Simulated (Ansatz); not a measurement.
Total energies of `C[N](C)[SnH2][N](C)C`.

Cartesian coordinates in Å:
```
C 2.1604 -0.9569 0.2137
N 1.1723 -1.0443 -0.8308
C 1.6002 -0.4380 -2.0643
Sn -0.7769 -1.0993 -0.3314
N -1.1173 0.4818 0.8930
C -2.2678 0.4847 1.7579
C -0.7766 1.7936 0.4056
H 1.8193 -1.4654 1.1192
H 3.0952 -1.4408 -0.1024
H 2.4085 0.0805 0.4927
H 2.4971 -0.9428 -2.4505
H 0.8250 -0.5224 -2.8299
H 1.8537 0.6310 -1.9605
H -1.6220 -1.0433 -1.8236
H -1.1115 -2.4658 0.6336
H -2.0833 1.1180 2.6372
H -2.4787 -0.5239 2.1251
H -3.1847 0.8654 1.2755
H -1.5768 2.2674 -0.1890
H 0.1222 1.7518 -0.2162
H -0.5583 2.4686 1.2451
```

Total charge 0; spin multiplicity 1. Correlated methods include outer-core shells of Sn, which these sets cover unevenly. Sn: def2 effective core potential. Geometry: relaxed with PBE0-D4/def2-TZVP. It is one conformer, not always the lowest. Basis def2-TZVPP, the Gaussian-basis code of Ansatz.

RPA on PBE orbitals: Hartree–Fock energy of these orbitals -481.83808 Eh, correlation -2.37525 Eh (frozen core).

| functional | energy without D4 (Eh) | D4 term (kJ/mol) |
| --- | --- | --- |
| LDA (SPW92) | -481.94906 | – |
| revPBE | -484.66943 | -149.5 |
| r2SCAN | -484.63182 | -13.8 |
| B97M-V | -484.70802 | – |
| PBE0 | -484.39306 | -43.4 |
| B3LYP | -484.80195 | -80.3 |
| r2SCANh | -484.60899 | -14.6 |
| r2SCAN0 | -484.57666 | -16.0 |
| HSE06 (plane-wave form) | -484.37515 | -40.6 |
| BHLYP | -484.47158 | -61.9 |
| CAM-B3LYP | -484.55668 | -44.3 |
| ωB97X-V | -484.62567 | – |
| ωB97M-V | -484.52265 | – |
| PBE-QIDH | -484.16674 | – |

Question: Give the same for PBE, BLYP, LC-ωPBE, B2PLYP. (Best estimate.)

Answer: Computed: 
```tsv
functional	energy without D4 (Eh)	D4 term (kJ/mol)
PBE	-484.34397	-50.6
BLYP	-484.51593	-108.3
LC-ωPBE	-484.59526	–
B2PLYP	-484.26173	–
```

B3LYP takes the VWN-RPA correlation (the form of Gaussian; ORCA's B3LYP/G). HSE06 is the plane-wave form, built on full-range PBE exchange. The double hybrids freeze the cores in their second-order part.

LC-ωPBE has ω = 0.4 bohr⁻¹.
